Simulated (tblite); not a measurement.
Species: C4H9O3S (doublet state).
Atom-mapped SMILES: `[CH3:1][CH:2][CH2:3][S:4](=[O:5])(=[O:6])[O:7][CH3:8]` (hydrogens: H9, H10, H11 on C1; H12 on C2; H13, H14 on C3; H15, H16, H17 on C8)

Computed geometry: GFN2-xTB, gas phase. This method treats the open shell by occupation alone, without spin polarisation.

(1) What internal coordinates does the optimisation give?

Results:

(1) 
```tsv
bond	length (bohr)
C1–C2	2.793
C2–C3	2.693
C3–S4	3.629
S4=O5, S4=O6	2.707
S4–O7	3.089
O7–C8	2.663
C1–H9	2.071
C1–H10, C1–H11	2.057
C2–H12	2.036
C3–H13, C3–H14	2.050
C8–H15, C8–H16, C8–H17	2.064
```

Bonds in one row agree within 0.02 bohr and their mean is given. A selection of angles:
```tsv
angle	degrees
C2–C1–H9	109.4
C2–C1–H10	111.1
H9–C1–H10	106.6
H9–C1–H11	108.7
C1–C2–C3	120.1
C1–C2–H12	119.0
C3–C2–H12	118.6
C2–C3–S4	108.4
C2–C3–H13	115.8
S4–C3–H13	101.8
S4–C3–H14	100.1
H13–C3–H14	113.1
C3–S4–O5	109.2
C3–S4–O7	103.4
O5–S4–O6	118.8
O5–S4–O7	108.8
O6–S4–O7	106.6
S4–O7–C8	117.1
O7–C8–H15	107.8
O7–C8–H16	110.1
H15–C8–H16	109.6
```

Torsions: C1–C2–C3–S4 78° (synclinal); C2–C3–S4–O5 76° (synclinal); C3–S4–O7–C8 -87° (synclinal). The mirror-image conformer, all signs reversed, is as good.

The 2 C–C bonds span 1.425 Å (C2–C3, drawn single) to 1.478 Å (C1–C2, drawn single), a spread of 0.053 Å. O7 (oxygen bonded to C and S) is bent (angle 117.1°). The 3 O–S bonds span 1.429 Å (S4=O6, drawn double) to 1.635 Å (S4–O7, drawn single), a spread of 0.206 Å. C2 (carbon bonded to 2 C and H) is almost planar (angles 120.1°, 119.0° and 118.6°, sum 357.6°, 0.12 Å off the plane of its three neighbours). Of the pairs four or more bonds apart, O5···H17 is among the closest relative to their van der Waals radii: 2.23 Å, 82 % of the sum of Bondi's values. S4 (sulfur bonded to C and 3 O) is distorted tetrahedral (angles from 103.4° to 118.8°).

Point group: C1 (no symmetry element, even within 0.4 Å). Its GFN2-xTB frequencies are all real (lowest 34 cm⁻¹).
